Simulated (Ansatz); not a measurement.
**Molecular dynamics of CH3BF2OS**

Input file:

```yaml
crystal:
  periodic: [false, false, false]
  atoms:
    - { symbol: O, position_ang: [1.785391, -0.307118, -0.028624] }
    - { symbol: B, position_ang: [0.636174, -1.015745, -0.201591] }
    - { symbol: F, position_ang: [0.657628, -2.32495, -0.090069] }
    - { symbol: C, position_ang: [-0.703069, -0.110163, -0.294741] }
    - { symbol: F, position_ang: [-1.327019, -0.283887, -1.517395] }
    - { symbol: S, position_ang: [-0.297299, 1.774259, -0.002698] }
    - { symbol: H, position_ang: [1.452914, 0.704129, 0.038411] }
    - { symbol: H, position_ang: [-1.427056, -0.392491, 0.48174] }
    - { symbol: H, position_ang: [-0.33964, 1.568757, 1.348014] }
basis:
  gaussian: { orbitals: STO-3G }
hamiltonian:
  xc: pbe
md:
  timestep: 0.25
  n_steps: 266
  ensemble: nvt_langevin
  temperature: 300.0
  initial_velocities: maxwell_boltzmann
  seed: 329788
  friction: 0.005
scf:
  lower_state_search: "off"
```

Launched with:

```bash
$ ansatz run input.yaml --threads 1 --pin off --max-ram 2048MiB --backend cpu --events-out ev --progress --plain --runs-dir out
```

It goes on from the last frame of an earlier run, with new velocities.

Output, in part (one step line in 3, the closing report, with atoms numbered from 0):

```
md step     0: t =     0.00 fs  T =   266.7 K  F+E_penalty+E_count = -19817.39248173 eV  E_kin = 0.310224 eV  (15 SCF iters)
md step     3: t =     0.75 fs  T =   263.8 K  F+E_penalty+E_count = -19817.38566737 eV  E_kin = 0.306872 eV  (14 SCF iters)
md step     6: t =     1.50 fs  T =   259.0 K  F+E_penalty+E_count = -19817.38439823 eV  E_kin = 0.301283 eV  (14 SCF iters)
md step     9: t =     2.25 fs  T =   253.6 K  F+E_penalty+E_count = -19817.38603735 eV  E_kin = 0.295067 eV  (14 SCF iters)
md step    12: t =     3.00 fs  T =   275.8 K  F+E_penalty+E_count = -19817.38928815 eV  E_kin = 0.320906 eV  (13 SCF iters)
md step    15: t =     3.75 fs  T =   282.4 K  F+E_penalty+E_count = -19817.39073080 eV  E_kin = 0.328576 eV  (14 SCF iters)
md step    18: t =     4.50 fs  T =   283.3 K  F+E_penalty+E_count = -19817.38935166 eV  E_kin = 0.329631 eV  (14 SCF iters)
md step    21: t =     5.25 fs  T =   280.9 K  F+E_penalty+E_count = -19817.38511849 eV  E_kin = 0.326732 eV  (14 SCF iters)
md step    24: t =     6.00 fs  T =   281.6 K  F+E_penalty+E_count = -19817.38530152 eV  E_kin = 0.327625 eV  (14 SCF iters)
md step    27: t =     6.75 fs  T =   287.6 K  F+E_penalty+E_count = -19817.39547503 eV  E_kin = 0.334555 eV  (14 SCF iters)
md step    30: t =     7.50 fs  T =   289.7 K  F+E_penalty+E_count = -19817.41570817 eV  E_kin = 0.337043 eV  (14 SCF iters)
md step    33: t =     8.25 fs  T =   291.8 K  F+E_penalty+E_count = -19817.43835333 eV  E_kin = 0.339476 eV  (14 SCF iters)
md step    36: t =     9.00 fs  T =   308.0 K  F+E_penalty+E_count = -19817.45919940 eV  E_kin = 0.358263 eV  (14 SCF iters)
md step    39: t =     9.75 fs  T =   297.2 K  F+E_penalty+E_count = -19817.46706547 eV  E_kin = 0.345792 eV  (14 SCF iters)
md step    42: t =    10.50 fs  T =   298.9 K  F+E_penalty+E_count = -19817.46367176 eV  E_kin = 0.347664 eV  (14 SCF iters)
md step    45: t =    11.25 fs  T =   310.0 K  F+E_penalty+E_count = -19817.45834446 eV  E_kin = 0.360688 eV  (14 SCF iters)
md step    48: t =    12.00 fs  T =   317.4 K  F+E_penalty+E_count = -19817.46418496 eV  E_kin = 0.369226 eV  (14 SCF iters)
md step    51: t =    12.75 fs  T =   321.7 K  F+E_penalty+E_count = -19817.48618091 eV  E_kin = 0.374255 eV  (14 SCF iters)
md step    54: t =    13.50 fs  T =   347.9 K  F+E_penalty+E_count = -19817.51117671 eV  E_kin = 0.404764 eV  (14 SCF iters)
md step    57: t =    14.25 fs  T =   359.2 K  F+E_penalty+E_count = -19817.52191088 eV  E_kin = 0.417914 eV  (14 SCF iters)
md step    60: t =    15.00 fs  T =   337.1 K  F+E_penalty+E_count = -19817.51681515 eV  E_kin = 0.392112 eV  (14 SCF iters)
md step    63: t =    15.75 fs  T =   322.5 K  F+E_penalty+E_count = -19817.50305329 eV  E_kin = 0.375209 eV  (14 SCF iters)
md step    66: t =    16.50 fs  T =   305.0 K  F+E_penalty+E_count = -19817.49080267 eV  E_kin = 0.354809 eV  (14 SCF iters)
md step    69: t =    17.25 fs  T =   301.4 K  F+E_penalty+E_count = -19817.48513638 eV  E_kin = 0.350621 eV  (14 SCF iters)
md step    72: t =    18.00 fs  T =   300.4 K  F+E_penalty+E_count = -19817.48690718 eV  E_kin = 0.349446 eV  (14 SCF iters)
md step    75: t =    18.75 fs  T =   322.6 K  F+E_penalty+E_count = -19817.49282988 eV  E_kin = 0.375298 eV  (14 SCF iters)
md step    78: t =    19.50 fs  T =   323.9 K  F+E_penalty+E_count = -19817.49360159 eV  E_kin = 0.376791 eV  (14 SCF iters)
md step    81: t =    20.25 fs  T =   297.6 K  F+E_penalty+E_count = -19817.47995493 eV  E_kin = 0.346171 eV  (14 SCF iters)
md step    84: t =    21.00 fs  T =   272.8 K  F+E_penalty+E_count = -19817.45361267 eV  E_kin = 0.317400 eV  (14 SCF iters)
md step    87: t =    21.75 fs  T =   252.7 K  F+E_penalty+E_count = -19817.42550171 eV  E_kin = 0.294018 eV  (14 SCF iters)
md step    90: t =    22.50 fs  T =   221.9 K  F+E_penalty+E_count = -19817.41208967 eV  E_kin = 0.258173 eV  (14 SCF iters)
md step    93: t =    23.25 fs  T =   227.4 K  F+E_penalty+E_count = -19817.41762881 eV  E_kin = 0.264501 eV  (14 SCF iters)
md step    96: t =    24.00 fs  T =   253.2 K  F+E_penalty+E_count = -19817.43034333 eV  E_kin = 0.294502 eV  (14 SCF iters)
md step    99: t =    24.75 fs  T =   261.9 K  F+E_penalty+E_count = -19817.43853861 eV  E_kin = 0.304720 eV  (14 SCF iters)
md step   102: t =    25.50 fs  T =   259.8 K  F+E_penalty+E_count = -19817.43573779 eV  E_kin = 0.302276 eV  (14 SCF iters)
md step   105: t =    26.25 fs  T =   233.7 K  F+E_penalty+E_count = -19817.42379852 eV  E_kin = 0.271920 eV  (14 SCF iters)
md step   108: t =    27.00 fs  T =   239.1 K  F+E_penalty+E_count = -19817.41031789 eV  E_kin = 0.278109 eV  (14 SCF iters)
md step   111: t =    27.75 fs  T =   227.4 K  F+E_penalty+E_count = -19817.40472054 eV  E_kin = 0.264597 eV  (14 SCF iters)
md step   114: t =    28.50 fs  T =   229.8 K  F+E_penalty+E_count = -19817.41193131 eV  E_kin = 0.267389 eV  (14 SCF iters)
md step   117: t =    29.25 fs  T =   228.7 K  F+E_penalty+E_count = -19817.42805612 eV  E_kin = 0.266091 eV  (14 SCF iters)
md step   120: t =    30.00 fs  T =   243.5 K  F+E_penalty+E_count = -19817.44211252 eV  E_kin = 0.283330 eV  (14 SCF iters)
md step   123: t =    30.75 fs  T =   237.4 K  F+E_penalty+E_count = -19817.44411057 eV  E_kin = 0.276137 eV  (14 SCF iters)
md step   126: t =    31.50 fs  T =   210.1 K  F+E_penalty+E_count = -19817.43102684 eV  E_kin = 0.244474 eV  (14 SCF iters)
md step   129: t =    32.25 fs  T =   199.4 K  F+E_penalty+E_count = -19817.41060392 eV  E_kin = 0.231928 eV  (14 SCF iters)
md step   132: t =    33.00 fs  T =   192.2 K  F+E_penalty+E_count = -19817.39755297 eV  E_kin = 0.223570 eV  (14 SCF iters)
md step   135: t =    33.75 fs  T =   198.1 K  F+E_penalty+E_count = -19817.40056521 eV  E_kin = 0.230459 eV  (14 SCF iters)
md step   138: t =    34.50 fs  T =   211.8 K  F+E_penalty+E_count = -19817.41768164 eV  E_kin = 0.246349 eV  (14 SCF iters)
md step   141: t =    35.25 fs  T =   232.2 K  F+E_penalty+E_count = -19817.43338667 eV  E_kin = 0.270114 eV  (14 SCF iters)
md step   144: t =    36.00 fs  T =   232.6 K  F+E_penalty+E_count = -19817.43335686 eV  E_kin = 0.270649 eV  (14 SCF iters)
md step   147: t =    36.75 fs  T =   211.4 K  F+E_penalty+E_count = -19817.41729567 eV  E_kin = 0.245988 eV  (14 SCF iters)
md step   150: t =    37.50 fs  T =   210.8 K  F+E_penalty+E_count = -19817.39661164 eV  E_kin = 0.245224 eV  (14 SCF iters)
md step   153: t =    38.25 fs  T =   191.6 K  F+E_penalty+E_count = -19817.38370638 eV  E_kin = 0.222864 eV  (13 SCF iters)
md step   156: t =    39.00 fs  T =   205.2 K  F+E_penalty+E_count = -19817.38494256 eV  E_kin = 0.238670 eV  (14 SCF iters)
md step   159: t =    39.75 fs  T =   227.1 K  F+E_penalty+E_count = -19817.40150054 eV  E_kin = 0.264149 eV  (13 SCF iters)
md step   162: t =    40.50 fs  T =   245.2 K  F+E_penalty+E_count = -19817.42218058 eV  E_kin = 0.285292 eV  (14 SCF iters)
md step   165: t =    41.25 fs  T =   276.5 K  F+E_penalty+E_count = -19817.43762443 eV  E_kin = 0.321657 eV  (14 SCF iters)
md step   168: t =    42.00 fs  T =   271.2 K  F+E_penalty+E_count = -19817.44108042 eV  E_kin = 0.315544 eV  (14 SCF iters)
md step   171: t =    42.75 fs  T =   264.8 K  F+E_penalty+E_count = -19817.43799640 eV  E_kin = 0.308020 eV  (14 SCF iters)
md step   174: t =    43.50 fs  T =   270.2 K  F+E_penalty+E_count = -19817.43827684 eV  E_kin = 0.314309 eV  (13 SCF iters)
md step   177: t =    44.25 fs  T =   280.7 K  F+E_penalty+E_count = -19817.45178219 eV  E_kin = 0.326583 eV  (14 SCF iters)
md step   180: t =    45.00 fs  T =   306.3 K  F+E_penalty+E_count = -19817.47694128 eV  E_kin = 0.356322 eV  (14 SCF iters)
md step   183: t =    45.75 fs  T =   341.3 K  F+E_penalty+E_count = -19817.50141716 eV  E_kin = 0.397069 eV  (14 SCF iters)
md step   186: t =    46.50 fs  T =   346.1 K  F+E_penalty+E_count = -19817.50962946 eV  E_kin = 0.402657 eV  (14 SCF iters)
md step   189: t =    47.25 fs  T =   332.0 K  F+E_penalty+E_count = -19817.49556840 eV  E_kin = 0.386270 eV  (14 SCF iters)
md step   192: t =    48.00 fs  T =   316.1 K  F+E_penalty+E_count = -19817.46536168 eV  E_kin = 0.367768 eV  (14 SCF iters)
md step   195: t =    48.75 fs  T =   284.3 K  F+E_penalty+E_count = -19817.43123355 eV  E_kin = 0.330792 eV  (13 SCF iters)
md step   198: t =    49.50 fs  T =   267.6 K  F+E_penalty+E_count = -19817.40237575 eV  E_kin = 0.311307 eV  (14 SCF iters)
md step   201: t =    50.25 fs  T =   253.2 K  F+E_penalty+E_count = -19817.38202598 eV  E_kin = 0.294570 eV  (14 SCF iters)
md step   204: t =    51.00 fs  T =   256.5 K  F+E_penalty+E_count = -19817.37162083 eV  E_kin = 0.298453 eV  (14 SCF iters)
md step   207: t =    51.75 fs  T =   255.0 K  F+E_penalty+E_count = -19817.36519592 eV  E_kin = 0.296649 eV  (14 SCF iters)
md step   210: t =    52.50 fs  T =   255.5 K  F+E_penalty+E_count = -19817.35693807 eV  E_kin = 0.297178 eV  (14 SCF iters)
md step   213: t =    53.25 fs  T =   238.6 K  F+E_penalty+E_count = -19817.34481340 eV  E_kin = 0.277529 eV  (14 SCF iters)
md step   216: t =    54.00 fs  T =   216.4 K  F+E_penalty+E_count = -19817.33900383 eV  E_kin = 0.251716 eV  (14 SCF iters)
md step   219: t =    54.75 fs  T =   225.6 K  F+E_penalty+E_count = -19817.35390727 eV  E_kin = 0.262394 eV  (14 SCF iters)
md step   222: t =    55.50 fs  T =   245.7 K  F+E_penalty+E_count = -19817.38889744 eV  E_kin = 0.285834 eV  (14 SCF iters)
md step   225: t =    56.25 fs  T =   263.5 K  F+E_penalty+E_count = -19817.42998039 eV  E_kin = 0.306514 eV  (14 SCF iters)
md step   228: t =    57.00 fs  T =   281.4 K  F+E_penalty+E_count = -19817.45800105 eV  E_kin = 0.327399 eV  (14 SCF iters)
md step   231: t =    57.75 fs  T =   283.5 K  F+E_penalty+E_count = -19817.46384724 eV  E_kin = 0.329768 eV  (14 SCF iters)
md step   234: t =    58.50 fs  T =   277.7 K  F+E_penalty+E_count = -19817.45216953 eV  E_kin = 0.323006 eV  (14 SCF iters)
md step   237: t =    59.25 fs  T =   269.6 K  F+E_penalty+E_count = -19817.43594854 eV  E_kin = 0.313627 eV  (14 SCF iters)
md step   240: t =    60.00 fs  T =   247.6 K  F+E_penalty+E_count = -19817.42460541 eV  E_kin = 0.288029 eV  (14 SCF iters)
md step   243: t =    60.75 fs  T =   247.4 K  F+E_penalty+E_count = -19817.42189692 eV  E_kin = 0.287818 eV  (14 SCF iters)
md step   246: t =    61.50 fs  T =   262.0 K  F+E_penalty+E_count = -19817.42517827 eV  E_kin = 0.304740 eV  (14 SCF iters)
md step   249: t =    62.25 fs  T =   260.0 K  F+E_penalty+E_count = -19817.42766040 eV  E_kin = 0.302436 eV  (14 SCF iters)
md step   252: t =    63.00 fs  T =   266.8 K  F+E_penalty+E_count = -19817.42864742 eV  E_kin = 0.310334 eV  (14 SCF iters)
md step   255: t =    63.75 fs  T =   260.1 K  F+E_penalty+E_count = -19817.42586375 eV  E_kin = 0.302632 eV  (14 SCF iters)
md step   258: t =    64.50 fs  T =   247.2 K  F+E_penalty+E_count = -19817.41873876 eV  E_kin = 0.287545 eV  (14 SCF iters)
md step   261: t =    65.25 fs  T =   243.8 K  F+E_penalty+E_count = -19817.41708448 eV  E_kin = 0.283665 eV  (14 SCF iters)
md step   264: t =    66.00 fs  T =   241.9 K  F+E_penalty+E_count = -19817.42827459 eV  E_kin = 0.281457 eV  (13 SCF iters)
md step   266: t =    66.50 fs  T =   265.6 K  F+E_penalty+E_count = -19817.44173700 eV  E_kin = 0.308928 eV  (14 SCF iters)
Total energy: -19817.44175361 eV, -728.2775517007 hartree
Atom 0 at     1.770420    -0.467171    -0.002392 Å, force     1.281613     0.166989     0.090693 eV/Å
Atom 1 at     0.624725    -1.100818    -0.310602 Å, force    -1.413531     1.022727     0.404424 eV/Å
Atom 2 at     0.491343    -2.422864    -0.380971 Å, force     0.070243    -0.106772    -0.227237 eV/Å
Atom 3 at    -0.711261    -0.038550    -0.352685 Å, force     0.865267     0.407301    -1.812476 eV/Å
Atom 4 at    -1.442790     0.013505    -1.573039 Å, force     0.397637    -0.143582     0.968281 eV/Å
Atom 5 at     0.029967     1.749080     0.045850 Å, force     0.128701    -1.148264     0.431280 eV/Å
Atom 6 at     1.488344     0.585792     0.044545 Å, force    -0.194138    -0.310332    -0.290068 eV/Å
Atom 7 at    -1.382961    -0.169833     0.502867 Å, force    -0.998551    -0.382918     0.709599 eV/Å
Atom 8 at     0.034721     1.385092     1.381943 Å, force    -0.137241     0.494850    -0.274496 eV/Å
Dipole moment:    -0.150939     0.187965     0.227584 e Å
```

The run went to its last step. The mean temperature of the second half is 14 % below the set value. A run of 0.067 ps of so small a system gives no equilibrium averages. Limits of this set-up: minimal basis.

The same pairs are bonded in the first frame and the last. Pairs count as bonded within 1.25 times the sum of covalent radii (0.12 Å more for H–H).

Last frame:

```xyz
9
Properties=species:S:1:pos:R:3
O 1.770 -0.467 -0.002
B 0.625 -1.101 -0.311
F 0.491 -2.423 -0.381
C -0.711 -0.039 -0.353
F -1.443 0.013 -1.573
S 0.030 1.749 0.046
H 1.488 0.586 0.044
H -1.383 -0.170 0.503
H 0.035 1.385 1.382
```

Time of the run: 2.7 min on 1 thread of AMD EPYC 9R45 96-Core Processor (Zen 5), with other jobs on the host, peak memory 0.1 GiB.
